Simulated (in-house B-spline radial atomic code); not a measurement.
# Ionising Ni II (Ni+) with different functionals

Computed with a B-spline radial code for spherical atoms: scalar-relativistic (spin-free X2C) Hamiltonian, Fermi nucleus of rms radius 3.7757 fm, spin-polarised at highest spin, spherical fractional occupations for the functionals, and exact exchange of hybrids averaged over the configuration. The ionisation energy is the difference of two self-consistent energies, [Ar] 3d9 → [Ar] 3d8, without Breit or QED terms; ε is the level of the shell that loses the electron (its least bound occupied spin orbital).

| method | rung | ΔSCF (eV) | -ε(3d) (eV) |
| --- | --- | --- | --- |
| PBE0 | global hybrid | 18.84 | 14.48 |
| B3LYP | global hybrid | 19.22 | 14.31 |
| TPSSh | global hybrid | 19.06 | 13.06 |
| BHandHLYP | global hybrid | ? | ? |
| r2SCAN0 | global hybrid | 18.70 | 14.38 |
| B97-1 | global hybrid | 18.94 | 14.13 |
| HSE06 | range-separated hybrid | 18.86 | 14.08 |
| wB97X | range-separated hybrid | 18.91 | 17.12 |
| CAM-B3LYP | range-separated hybrid | 19.17 | 16.23 |
| LC-wPBE | range-separated hybrid | ? | ? |

**Question.** What does BHandHLYP give?

**Answer.** ΔSCF 18.22 eV, and -ε(3d) = 16.61 eV.

**Question.** What does LC-wPBE give?

**Answer.** ΔSCF 19.22 eV, and -ε(3d) = 17.34 eV.

**Question.** Among the functionals, which spreads more, the ΔSCF values or the orbital energies?

**Answer.** The orbital energies: ΔSCF values span about 1.00 eV and the orbital energies 4.28 eV; here energy differences depend much less on the functional than eigenvalues do.

**Question.** How do they compare with the NIST value?

**Answer.** NIST lists 18.169 eV (measured, ground level to ground level). Errors run from +0.05 to +1.05 eV; BHandHLYP is closest (+0.05 eV), but part of that can be cancellation, since the calculations leave out spin-orbit coupling, Breit-QED terms, multiplet and fine-structure energies.
